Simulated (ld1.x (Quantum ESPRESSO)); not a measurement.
u(r) = r·R(r): atom against pseudo-atom (N (Z = 7))

Columns: radius, all-electron u(r) and pseudo u(r) of the 2s shell (level -18.56 eV) of nitrogen in the configuration [He] 2s2 2p3; PBE, non-relativistic, TM scheme, ld1.x (Quantum ESPRESSO) 7.5.

```csv
r (bohr),all-electron,pseudo
0.090,0.3728,-0.0735
0.180,0.3294,-0.1505
0.270,0.1291,-0.2348
0.360,-0.1090,-0.3294
0.450,-0.3317,-0.4353
0.540,-0.5185,-0.5492
0.630,-0.6643,-0.6625
0.720,-0.7699,-0.7619
0.810,-0.8396,-0.8355
0.900,-0.8791,-0.8784
0.990,-0.8943,-0.8943
1.080,-0.8905,-0.8905
1.170,-0.8724,-0.8724
1.260,-0.8439,-0.8439
1.350,-0.8081,-0.8081
1.440,-0.7675,-0.7675
1.530,-0.7241,-0.7241
1.620,-0.6794,-0.6794
1.710,-0.6345,-0.6345
1.800,-0.5903,-0.5903
1.890,-0.5473,-0.5473
1.980,-0.5060,-0.5060
2.070,-0.4667,-0.4667
2.160,-0.4295,-0.4295
2.250,-0.3946,-0.3946
2.340,-0.3619,-0.3619
```

(1) How many radial nodes do the two functions have?

(2) At about which radius was the pseudo-wave matched?

(3) Where does each function peak?

(4) Is the pseudo-wave norm-conserving?

## Answers

(1) The all-electron 2s function has n − l − 1 = 1; the pseudo-wave has 0, since the states of the same l below it are removed with the core.

(2) 1.05 bohr, where the columns begin to agree (steps of 0.09 bohr).

(3) Outermost all-electron maximum near 0.99 bohr, pseudo maximum near 0.99 bohr (to the table’s step).

(4) Yes: the TM scheme keeps the norm inside the radius equal to the all-electron one, which fixes the energy derivative of the logarithmic derivative at the level.
